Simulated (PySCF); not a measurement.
# Vertical excitation energies

C2H12Si3.
Bonds: C1–Si2, Si2–C3, C3–Si4, C3–Si5. Hydrogens: H6, H7, H8 on C1; H9, H10 on Si2; H11 on C3; H12, H13, H14 on Si4; H15, H16, H17 on Si5.

Computed with PySCF 2.14.0, density-fitted response routines, TDDFT PBE0/def2-SVPD, vertical, gas phase, core orbitals frozen in the response. Isolated species at its PBE0-D3(BJ)/def2-SVP geometry (one conformer only). Torsions of this conformer, `[CH3:1][SiH2:2][CH:3]([SiH3:4])[SiH3:5]`: C1–Si2–C3–Si4 -65°.

```csv
state,E (eV),λ (nm),f,"main configurations (H = HOMO, L = LUMO)"
S1,7.46,166.3,0.034,H→L (96%)
S2,7.58,163.5,0.0086,H-1→L (95%)
S3,7.69,161.2,0.010,H→L+1 (92%)
S4,7.74,160.2,0.035,H-1→L+1 (88%)
S5,7.91,156.8,0.016,H→L+2 (85%)
S6,8.02,154.6,0.014,H-1→L+2 (82%)
S7,8.12,152.7,0.0059,H-2→L (89%)
S8,8.17,151.8,0.0008,H-3→L (79%)
S9,8.24,150.5,0.043,"H→L+3 (72%), H-2→L+1 (8%)"
S10,8.27,149.9,0.022,"H-2→L+1 (63%), H-4→L (15%)"
```

Triplets, Tamm–Dancoff:

```csv
state,E (eV),λ (nm),"main configurations (H = HOMO, L = LUMO)"
T1,7.15,173.4,H→L (87%)
T2,7.21,172.0,H-1→L (85%)
T3,7.34,169.0,H→L+1 (87%)
T4,7.39,167.8,H-1→L+1 (84%)
```

The lowest singlet comes at 166 nm (719 kJ/mol) in the vacuum ultraviolet; it is of moderate strength; its leading configuration is HOMO→LUMO (96%). The most intense listed level is S9 at 8.24 eV (151 nm, f = 0.043), 0.78 eV above S1. Löwdin shares by element: HOMO carbon 42%, silicon 26% or more (atoms not listed hold the other 32%); LUMO silicon 44%, carbon 8% or more (atoms not listed hold the other 48%). Weighted by f, the mean energy of these states is 7.90 eV. Orbital energies (eV): HOMO-3 -9.22, HOMO-2 -9.14, HOMO-1 -8.61, HOMO -8.52, LUMO 0.12, LUMO+1 0.33, LUMO+2 0.60. Of the 10 states listed, 7 reach f = 0.01 and none stays under 0.0005. No computed singlet lies in the visible range (380 to 750 nm); the lowest, at 166 nm, stands 4.19 eV above its violet end (3.26 eV). The vertical ionisation energy (ΔSCF) is 10.18 eV, 1.91 eV above S10. Only the lowest 10 singlets were computed, as vertical energies without vibronic structure.

Time: 3.7 min; peak memory 0.97 GiB. Hardware: one thread, Arm Neoverse V2 (aarch64), shared host with 96 logical CPUs at a one-minute load of 46.

Without π bonds the low states are Rydberg-like; a valence basis with one diffuse set may place them up to an eV too high.
